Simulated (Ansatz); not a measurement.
Geometry optimisation, Ansatz, RKS PBE-D4/def2-SVP.

Input file:

```yaml
crystal:
  periodic: [false, false, false]
  atoms:
    - { symbol: B, position_ang: [0.156866, 0.560262, -0.241009] }
    - { symbol: Cl, position_ang: [-0.666484, 0.288312, 2.717694] }
    - { symbol: F, position_ang: [1.001733, -0.080472, -1.059336] }
    - { symbol: O, position_ang: [-1.121154, -0.017833, -0.04885] }
    - { symbol: H, position_ang: [-1.20335, -0.931323, -0.386292] }
    - { symbol: O, position_ang: [0.421079, 1.692571, 0.457885] }
    - { symbol: Al, position_ang: [0.890213, 2.114448, 2.128349] }
    - { symbol: H, position_ang: [2.290609, 1.526483, 2.61575] }
    - { symbol: H, position_ang: [0.246187, 3.465156, 2.674068] }
    - { symbol: H, position_ang: [-1.0068, 0.243995, 1.379141] }
basis:
  gaussian: { orbitals: def2-SVP }
hamiltonian:
  xc: pbe
  dispersion: d4
relax:
  f_tol: 0.03
  max_steps: 50
```

Run as:

```bash
$ ansatz run input.yaml --threads 4 --pin off --max-ram 5120MiB --backend cpu --events-out ev --progress --plain --runs-dir out
```

Task: Where does it end, and by what steps?

Result: The forces met the threshold. After 14 steps the energy has fallen by 0.408 eV; F3 moved furthest, 0.77 Å.

| step | energy less start (eV) | largest force component (eV/Å) | accepted |
| --- | --- | --- | --- |
| 0 | 0.0000 | 1.546 | yes |
| 1 | -0.2018 | 1.026 | yes |
| 2 | -0.2575 | 0.961 | yes |
| 3 | -0.2995 | 0.410 | yes |
| 4 | -0.3470 | 0.358 | yes |
| 5 | -0.3740 | 0.229 | yes |
| 6 | -0.3968 | 0.296 | yes |
| 7 | -0.4023 | 0.220 | yes |
| 8 | -0.4023 | 0.329 | no |
| 9 | -0.4056 | 0.105 | yes |
| 10 | -0.4065 | 0.032 | yes |
| 11 | -0.4069 | 0.030 | yes |
| 12 | -0.4073 | 0.064 | yes |
| 13 | -0.4076 | 0.033 | yes |
| 14 | -0.4077 | 0.018 | yes |

```xyz
10
Properties=species:S:1:pos:R:3
B 0.280 0.611 -0.321
Cl -0.805 0.419 2.900
F 0.569 0.278 -1.584
O -0.899 -0.074 0.195
H -1.235 -0.857 -0.282
O 0.906 1.445 0.463
Al 0.852 2.004 2.195
H 2.177 1.580 2.974
H 0.147 3.431 2.302
H -0.983 0.026 1.396
```

Whether the end is a true minimum wasn't checked by a vibrational analysis.

Time of the run: 25 s on 4 threads of Arm Neoverse V1, with other jobs on the host, peak memory 0.19 GiB.
